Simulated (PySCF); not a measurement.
**Electric field gradients and quadrupole coupling constants**

Species: C3H9F3OSi3.
Z-matrix (Å and degrees, GFN2-xTB geometry), rows numbered from 1:
```
O 
C   1  1.2160
C   2  1.4538  1  119.84
Si  3  1.9160  2  107.71  1   112.80
Si  3  1.9254  2  110.60  1  -126.00
Si  3  1.9141  2  100.20  1    -3.26
C   6  1.9431  3  107.16  2   -73.40
F   7  1.3579  6  109.75  3   -83.05
F   7  1.3443  6  116.78  3    36.29
F   7  1.3446  6  112.48  3   159.75
H   2  1.1011  1  120.74  3   179.40
H   4  1.4622  3  108.84  2   -58.16
H   4  1.4635  3  108.95  2    61.64
H   4  1.4596  3  107.91  2  -177.89
H   5  1.4580  3  110.99  2    54.45
H   5  1.4613  3  106.60  2   176.40
H   5  1.4662  3  107.23  2   -64.89
H   6  1.4546  3  119.90  2    50.96
H   6  1.4725  3  108.21  2   178.22
```

Field gradients from the PBE0/pcSseg-1 density (PySCF, non-relativistic), principal values in atomic units, ordered |Vxx| ≤ |Vyy| ≤ |Vzz|:

```json
{"atom": "O1", "Vxx": "0.5215", "Vyy": "1.3188", "Vzz": "-1.8403"}
```

Task: Find the asymmetry η = (Vxx − Vyy)/Vzz and the couplings χ = eQV/h (234.96 MHz × Q in barn × V in au), with Q(17O) = −0.0256 b.

Result: 
| atom | environment | nucleus | η | χzz (MHz) | χxx (MHz) | χyy (MHz) |
| --- | --- | --- | --- | --- | --- | --- |
| O1 | aldehyde oxygen | 17O | 0.43 | 11.07 | -3.14 | -7.93 |

Task: What is Vzz at O1 in SI units (1 au = 9.71736 × 10²¹ V/m²)?

Result: -1.8403 au = -17.883 × 10²¹ V/m².

Were the hydrogens deuterons (Q(2H) = 0.00286 b), χzz would run from 103 kHz (H19) to 188 kHz (H11).

Isolated species at its GFN2-xTB geometry (one conformer only). GFN2-xTB bond lengths can be off by several hundredths of an ångström, more for odd bonds, and the gradients follow them. The small basis limits the accuracy of the gradients.

The run behind these numbers computed NMR shieldings as well. Hardware: one thread, Arm Neoverse N1 (aarch64), on a shared host. Cost: 2.1 min of wall time (with the writing of density and orbital grids), 1.1 GiB resident at most.
